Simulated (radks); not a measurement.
Spherical quantum dot in the effective-mass picture: electrons in a parabolic well V = omega^2 r^2 / 2 with omega = 0.0662, with a point charge +1 (a donor) at the centre, all in effective atomic units (hartree* = m*/eps^2 hartree, bohr* = eps/m* bohr), one dielectric constant everywhere. Calculated with a radial shooting solver with Libxc functionals: non-relativistic Kohn-Sham, PBE, spin-polarised, spherical densities. Levels are named by radial order and angular momentum (1s, 1p, 1d, 2s, ...), and open shells are averaged over m.

N = 13, configuration 1s2 1p6 1d(up 3, down 0) 2s2. This is the lowest configuration that the search found (a dilute case). Occupied levels:

| level | occupation | eigenvalue (hartree*) | <r> (bohr*) |
|---|---|---|---|
| 1s up | 1 | 1.1761 | 5.340 |
| 1s down | 1 | 1.1765 | 4.245 |
| 2s up | 1 | 1.1978 | 7.900 |
| 1p up | 3 | 1.1986 | 10.80 |
| 2s down | 1 | 1.2045 | 8.611 |
| 1p down | 3 | 1.2068 | 10.42 |
| 1d up | 3 | 1.2179 | 11.38 |

Energy (hartree*): total 7.98750, kinetic 0.92848, external 0.48823, Hartree 8.0803, exchange-correlation -1.5095.
